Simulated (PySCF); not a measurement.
# Orbital energies, ionisation energy and electron affinity

Compound: C3H3BCl2.
Z-matrix (Å and degrees, PBE0-D3(BJ)/def2-SVP geometry), rows numbered from 1:
```
B 
C   1  1.5477
C   2  1.5371  1  119.07
Cl  3  1.6738  2  141.45  1   -75.18
C   3  1.2844  2   65.27  1   104.94
Cl  5  1.6745  2  141.49  3   179.62
H   1  1.2094  2  121.63  3   151.44
H   1  1.2104  2  118.66  3   -28.48
H   2  1.1031  1  119.35  3  -151.40
```

Level: CAM-B3LYP/def2-SVPD (PySCF). Frontier orbitals with their largest atomic shares (Löwdin; up to four atoms above 4 %):

```tsv
orbital	ε (eV)	main atoms
HOMO−3	-11.09	B1 36 %, H8 24 %, C2 11 %, H7 10 %
HOMO−2	-10.33	C2 28 %, Cl6 24 %, Cl4 22 %, C5 10 %
HOMO−1	-10.24	Cl4 26 %, Cl6 24 %, C3 11 %, C5 11 %
HOMO	-8.48	?
LUMO	-0.79	B1 44 %, C2 14 %, H8 8 %, H7 8 %
LUMO+1	0.80	C3 29 %, C5 28 %, Cl4 17 %, Cl6 16 %
LUMO+2	0.95	Cl6 26 %, Cl4 25 %, B1 18 %, C5 11 %
```

**Question.** What vertical ionisation energy does ΔSCF give, and how far is −ε(HOMO) from it?

**Answer.** ΔSCF: 9.26 eV (893 kJ/mol; threshold wavelength 134 nm); ⟨S²⟩ of the doublet left behind is 0.753, against 0.75 for a pure doublet. −ε(HOMO) is 8.48 eV, 0.78 eV below it. In exact Kohn–Sham theory the two would be equal; CAM-B3LYP (range-separated hybrid) falls short of its own ΔSCF value by 8 %.

**Question.** On which atoms does the HOMO lie?

**Answer.** C3 (vinylic C–Cl carbon) 23 %, C5 (vinylic C–Cl carbon) 23 %, Cl4 (vinyl chlorine) 16 %, Cl6 (vinyl chlorine) 16 %, so no atom holds as much as 40 %. The HOMO−1 lies 1.76 eV lower.

**Question.** And the vertical electron affinity, the fundamental gap, Mulliken's electronegativity and the hardness (with the factor ½)?

**Answer.** EA = 0.10 eV by ΔSCF (−ε(LUMO) = 0.79 eV). IE − EA = 9.16 eV against an orbital gap of 7.69 eV; (IE + EA)/2 = 4.68 eV; (IE − EA)/2 = 4.58 eV.

**Question.** Shift the occupied levels rigidly so that −ε(HOMO) equals the ΔSCF value. What binding energies result?

**Answer.** The shift is +0.78 eV: HOMO 9.26, HOMO−1 11.02, HOMO−2 11.11, HOMO−3 11.87 eV. A rigid shift is only a rough guide to the deeper ionisations.

**Question.** The lowest singlet excitation (vertical TDDFT, same level) lies at 4.23 eV. How far is it below IE − EA?

**Answer.** IE − EA = 9.16 eV, so by 4.93 eV.

**Question.** What total energies stand behind the ΔSCF value?

**Answer.** E(N) = -1060.80813 Eh and E(N − 1) = -1060.46786 Eh at the same geometry, 0.34027 Eh apart. With one more electron, E(N + 1) = -1060.81177 Eh.

**Question.** What kinetic energy would electrons from this vertical process carry with He I light (21.218 eV)?

**Answer.** 21.22 − 9.26 = 11.96 eV.

One conformer (not necessarily the lowest) at the PBE0-D3(BJ)/def2-SVP geometry, without solvent, vibrations or thermal averaging.
